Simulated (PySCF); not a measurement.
Two species compared at the same levels of theory.

First species: C7H4ClO2 (charge -1).
SMILES with atom numbers: `[O:1]=[C:2]([O-:3])[c:4]1[cH:5][cH:6][cH:7][c:8]([Cl:9])[cH:10]1` (hydrogens: H11 on C5; H12 on C6; H13 on C7; H14 on C10)

Structure used (GFN2-xTB), in Å, numbered top down from 1:
```
atom  x, y, z in Å
O1     2.525    1.906   -0.170
C2     2.352    0.682   -0.179
O3     3.172   -0.239   -0.262
C4     0.850    0.221   -0.067
C5     0.526   -1.129   -0.067
C6    -0.791   -1.539    0.032
C7    -1.807   -0.601    0.134
C8    -1.470    0.742    0.133
Cl9   -2.759    1.916    0.262
C10   -0.162    1.166    0.034
H11    1.335   -1.841   -0.148
H12   -1.043   -2.592    0.032
H13   -2.841   -0.904    0.212
H14    0.110    2.212    0.033
```

Second species: C₃H₁₂NPSi₂.
SMILES: `[SiH3]N[Si@@H](P)C1CC1`

Levels: PBE0/def2-SVPD for HOMO energy, LUMO energy, HOMO–LUMO gap, static isotropic polarisability and electronic spatial extent ⟨r²⟩ about the centre of nuclear charge; TDDFT PBE0/def2-SVPD for lowest singlet excitation; TDA PBE0/def2-SVPD for lowest triplet excitation (Tamm–Dancoff); GFN2-xTB for rotational constant A and rotational constant C. Geometries: GFN2-xTB. Each structure is a single optimised conformer of the isolated species, non-relativistic unless stated. Electronic properties by PySCF.

The conformers computed, where there is a choice (atom-mapped SMILES and torsion angles):
- `[O:1]=[C:2]([O-:3])[c:4]1[cH:5][cH:6][cH:7][c:8]([Cl:9])[cH:10]1`: O1–C2–C4–C5 180°
- `[SiH3:1][NH:2][Si@@H:3]([PH2:4])[CH:5]1[CH2:6][CH2:7]1`: Si1–N2–Si3–P4 180°, N2–Si3–C5–C6 -99°, H–P4–Si3–N2 -83°, H–P4–Si3–N2 -176°

Question: Which of the two has the higher rotational constant C, and by how much?

Answer: The second: 0.678 GHz against 0.544 GHz, a difference of 0.134 GHz.

Question: Which has the higher static isotropic polarisability?

Answer: The second: 119.5 au against 109.5 au, a difference of 10.0 au.

Question: Which of the two has the higher ⟨r²⟩, and by how much?

Answer: The first: 1887 bohr² against 1749 bohr², a difference of 138 bohr².

Question: Which has the higher rotational constant A?

Answer: The first: 2.305 GHz against 1.804 GHz, a difference of 0.501 GHz.

Question: Which of the two has the higher HOMO–LUMO gap, and by how much?

Answer: The second: 7.18 eV against 5.03 eV, a difference of 2.15 eV.

Question: Which has the higher S1 energy?

Answer: The second: 5.87 eV against 3.81 eV, a difference of 2.06 eV.

Question: Which of the two has the higher LUMO energy, and by how much?

Answer: The first: 2.80 eV against -0.05 eV, a difference of 2.85 eV.

Question: Which has the higher T1 energy?

Answer: The second: 5.50 eV against 3.59 eV, a difference of 1.91 eV.

On the first: The polarisability is 16.23 Å³ as a volume (1 au = 0.148185 Å³), or 1.37 au for each of the 80 electrons. The principal polarisabilities are 64.0, 119.6 and 145.0 au; their mean is the isotropic value.

On the second: S1 lies 1.31 eV below the HOMO–LUMO gap; its leading configuration is HOMO→LUMO, weight 0.98. The polarisability is 17.71 Å³ as a volume (1 au = 0.148185 Å³), or 1.49 au for each of the 80 electrons.
